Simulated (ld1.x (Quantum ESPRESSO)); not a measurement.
# Which change was made? (Cr, PAW)

```json
{
 "Element": "Cr (Z = 24)",
 "Generator": "ld1.x (Quantum ESPRESSO) 7.5",
 "Type": "PAW",
 "Functional": "LDA (PZ)",
 "Relativity": "scalar-relativistic",
 "Frozen core": "[Ar]",
 "Valence charge": "6",
 "Reference configuration": "3d5 4s1 4p0",
 "Partial waves": "4s (bound): rcut 2.45, rcutus 3.35 bohr; 4s channel at 1.15 Ry: rcut 2.45, rcutus 3.35 bohr; 4p (bound, empty): rcut 3.10, rcutus 4.30 bohr; 4p channel at 4.3 Ry: rcut 3.10, rcutus 4.30 bohr; 3d (bound): rcut 1.50, rcutus 2.00 bohr; 3d channel at 0.7 Ry: rcut 1.50, rcutus 2.00 bohr",
 "Local potential": "all-electron potential smoothed inside 4.25 bohr (lloc = -2)",
 "Core correction": "Bessel-smoothed model core inside 1.45 bohr",
 "Augmentation charge": "BESSEL, radius 1.25 bohr"
}
```

Cutoffs, loose and tight: the cutoffs (Ry, on a coarse ladder) from which the occupation-weighted sum of valence levels, in a spherical-Bessel basis at the reference potential, stays within 10 and 1 mRy of its value at 400 Ry. They do not see the model core or the augmentation charge, which bear on the density cutoff. Test errors are all-electron minus pseudo excitation energies from the reference, over the configurations 3d5 4s0 4p0; 3d4 4s0 4p0; 3d3 4s0 4p0; 3d5 4s0 4p1; 3d4 4s1 4p0; 3d2 4s0 4p0; 3d4 4s1 4p1 (two spin-polarised tests are not counted in the largest error); variants that change the core or the reference have their own tests. The largest error is taken over the tests solved by every variant that gives reliable tests at all, those not shown here included: 3d4 4s1 4p0; 3d5 4s0 4p0; 3d5 4s0 4p1.

The base gives: outcome: generated, overlap not positive; bound ghosts: not determined (overlap not positive); largest test error (meV): -73.

(1) After one change the result is: outcome: failed: compute_chi: phi_in too large before r_c. Which change was it?
A. waves 4p (bound): rcut 3.10, rcutus 6.30 bohr; 4p channel at 4.3 Ry: rcut 3.10, rcutus 6.30 bohr
B. local potential all-electron potential smoothed inside 1.68 bohr (lloc = -2)
C. type RRKJ; waves now 4s (bound): rc 3.35 bohr; 4p (bound): rc 4.30 bohr; 3d (bound): rc 2.00 bohr; local potential the d channel; rho0 0.001

Results:

(1) A. The others give: type RRKJ; waves now 4s (bound): rc 3.35 bohr; 4p (bound): rc 4.30 bohr; 3d (bound): rc 2.00 bohr; local potential the d channel; rho0 0.001 → outcome: generated; cutoff, loose: 60 Ry; cutoff, tight: 80 Ry; bound ghosts: s, p; largest test error (meV): -89 | local potential all-electron potential smoothed inside 1.68 bohr (lloc = -2) → outcome: generated; cutoff, loose: 25 Ry; cutoff, tight: 40 Ry; bound ghosts: none; largest test error (meV): -50. A file whose overlap is not positive is unfit for use, and its test errors describe a broken file.
